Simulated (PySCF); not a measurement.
Match the calculated data to a structure.

All candidates are C5H4F4O2.

| technique | computed result |
| --- | --- |
| 13C NMR | chemical shifts (computed TMS as zero) by class: 202.6 (1 C), 127.5 (1 C), 101.2 (1 C), 92.8 (1 C), 88.8 (1 C) ppm [GIAO PBE0/pcSseg-1] |
| Triplet | lowest triplet excitation (Tamm–Dancoff): 3.82 eV [TDA wB97X-D/def2-SVPD] |
| Couplings | largest of the computed one-bond spin–spin couplings (means over like bonds): 19F–13C -349.6 (×3), 19F–13C -249.6, 13C–1H +161.1, 13C–1H +160.0, 13C–1H +158.9, 13C–1H +157.6 Hz [B3LYP/pcJ-1, spin–dipole term left out for some pairs] |
| 1H NMR | chemical shifts (computed TMS as zero) by class: 5.34 (1 H), 5.33 (1 H), 5.23 (1 H), 4.64 (1 H) ppm [GIAO PBE0/pcSseg-1] |
| Polarisability | 65.4 au [wB97X-D/def2-SVPD] |
| Rotational structure | rotational constants A, B, C: 1.696, 0.898, 0.875 GHz [PBE0-D3(BJ)/def2-SVP] |
| Dipole | 2.84 D [wB97X-D/def2-SVPD] |

The electronic properties come from PySCF, for the isolated species, density fitting. Levels stand in brackets. The structure is a single PBE0-D3(BJ)/def2-SVP conformer in the gas phase; no vibrational or solvent corrections. NMR classes are plain means over equivalent atoms (diastereotopic ones count apart unless rotation or inversion swaps them), as if these changed places fast.

Problem. Which candidate is it?
A. `O=C1CO[C@@H]1[C@@H](F)C(F)(F)F`
B. `F/C=C/O/C=C(\F)OC(F)F`
C. `F[C@@H]1C=CO[C@@H]1OC(F)(F)F`

Solution. A. It is `O=C1CO[C@@H]1[C@@H](F)C(F)(F)F`. Numbering: `[O:1]=[C:2]1[CH2:3][O:4][C@@H:5]1[C@@H:6]([F:7])[C:8]([F:9])([F:10])[F:11]`. Its formula, C5H4F4O2, gives 2 degrees of unsaturation: 1 ring and 1 π bond in the structure found. 5 carbons fall into 5 classes; from least to most shielded: ketone carbonyl carbon [C2] (202.6 ppm), CF3 carbon [C8] (127.5 ppm), ring sp3 carbon bound to oxygen [C5] (101.2 ppm), ring sp3 carbon bound to oxygen [C3] (92.8 ppm), sp3 C–F carbon [C6] (88.8 ppm). Hydrogen classes from least to most shielded: 1 H on an sp3 carbon bound to oxygen, C5 (5.34 ppm), 1 H on an sp3 carbon bound to oxygen, C3 (5.33 ppm), 1 H on an sp3 carbon bound to oxygen, C3 (5.23 ppm), 1 H on an sp3 C–F carbon, C6 (4.64 ppm). The couplings run between: -349.6 Hz, fluorine of a CF3 group [F9] and CF3 carbon [C8] (with 2 like pairs); -249.6 Hz, alkyl fluorine [F7] and sp3 C–F carbon [C6]; +161.1 Hz, sp3 C–F carbon [C6] and its hydrogen; +160.0 Hz, sp3 carbon bound to oxygen [C3] and its hydrogen; +158.9 Hz, sp3 carbon bound to oxygen [C5] and its hydrogen; +157.6 Hz, sp3 carbon bound to oxygen [C3] and its hydrogen. The optimised geometry has point group C1 and is an asymmetric top.

The others, at the same levels:
- `F[C@@H]1C=CO[C@@H]1OC(F)(F)F` fails: its computed 13C shifts are 157.6 (1 C), 127.9 (1 C), 105.1 (1 C), 96.2 (1 C), 92.4 (1 C) ppm, 1H shifts are 6.54 (1 H), 5.67 (1 H), 5.43 (1 H), 5.39 (1 H) ppm and lowest triplet excitation (Tamm–Dancoff) is 4.16 eV (against 3.82 eV).
- `F/C=C/O/C=C(\F)OC(F)F` fails: its computed 13C shifts are 151.8 (1 C), 149.3 (1 C), 142.9 (1 C), 124.1 (1 C), 118.1 (1 C) ppm, 1H shifts are 7.27 (1 H), 6.75 (1 H), 6.11 (1 H), 5.77 (1 H) ppm and lowest triplet excitation (Tamm–Dancoff) is 4.05 eV (against 3.82 eV).

Each candidate is one conformer, not necessarily the lowest. Dipoles, sizes and rotational constants follow the conformer. The torsions of the flexible species, by atom-mapped SMILES:
- `[O:1]=[C:2]1[CH2:3][O:4][C@@H:5]1[C@@H:6]([F:7])[C:8]([F:9])([F:10])[F:11]`: O4–C5–C6–F7 161°, C5–C6–C8–F9 -72°
- `[F:1][C@@H:2]1[CH:3]=[CH:4][O:5][C@@H:6]1[O:7][C:8]([F:9])([F:10])[F:11]`: O5–C6–O7–C8 87°, C6–O7–C8–F9 179°
- `[F:1]/[CH:2]=[CH:3]/[O:4]/[CH:5]=[C:6](\[F:7])[O:8][CH:9]([F:10])[F:11]`: C2–C3–O4–C5 177°, C3–O4–C5–C6 -176°, C5–C6–O8–C9 -114°, C6–O8–C9–F10 -167°

One-bond C–F couplings are unscaled; at this level they come out some 30 % too large in size.
